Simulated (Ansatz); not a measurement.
Reaction (ligand exchange at the As–O bond): `[SiH3]O[AsH2]` + CH₃OH → `CO[AsH2]` + `O[SiH3]`

Isolated molecules relaxed with PBE0-D4/def2-TZVP in Ansatz; ΔE leaves out vibrations. CCSD(T)/CBS is the MP2 limit (def2-TZVPP, def2-QZVPP) plus CCSD(T) − MP2 in def2-TZVPP, frozen cores. This one scheme is used for every species. Functionals use def2-TZVPP. For As outer-core shells are correlated without core-valence functions, which leaves a few kJ/mol of doubt a bond. Scalar relativity is left out up to krypton.

```
        level  ΔE (kJ/mol)
     BHLYP-D4         -1.3
      ωB97X-V         -5.1
HF/def2-QZVPP          1.9
MP2/CBS(def2)         -5.9
```

What does CCSD(T)/CBS give? (An estimate is asked.)

The calculation gave: -4.7 kJ/mol. The listed levels differ from it by 3.4, -0.4, 6.6, -1.2 kJ/mol.

Largest T1 diagnostic among the species: 0.012.

From BLYP to BHLYP (50 % exact exchange), in def2-TZVPP and without D4, ΔE moves by +3.1 kJ/mol. In def2-TZVPP, CCSD(T) changes the Hartree–Fock value by −6.0 kJ/mol (the triples alone add −1.3 kJ/mol) and MP2 by −7.3 kJ/mol. Leaving LDA and LC-ωPBE aside and taking each functional with its dispersion term where it has one, the values, not all of them listed here, spread over 6.4 kJ/mol, from revPBE-D4 to BHLYP-D4. LDA lies −4.7 kJ/mol from PBE without D4.
